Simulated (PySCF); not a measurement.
Delta-SCF ions had no search for a lower state. Excitations are Tamm–Dancoff values on a coarser integration grid. The basis has no diffuse functions, so Rydberg states are missing or too high.

Z-matrix (Å, degrees):
```
Si
F 1 1.5868
F 1 1.5868 2 108.36
F 1 1.5868 2 108.36 3 117.38
Br 1 2.1800 2 110.56 3 -121.31
```
Charge 0, spin multiplicity 1.

Q: What is the computed HOMO–LUMO gap, total energy, HOMO, S1 excitation (TDA), vertical ionisation energy (Delta-SCF), T1 excitation (TDA), S1–T1 gap (TDA) and S1 oscillator strength (PBE-D3(BJ)/def2-TZVP (PySCF))?

A: 
- HOMO–LUMO gap: 6.90 eV
- total energy: -3162.7674 Ha
- HOMO: -8.23 eV
- S1 excitation (TDA): 7.15 eV
- vertical ionisation energy (Delta-SCF): 11.96 eV
- T1 excitation (TDA): 6.63 eV
- S1–T1 gap (TDA): 0.52 eV
- S1 oscillator strength: 0.015
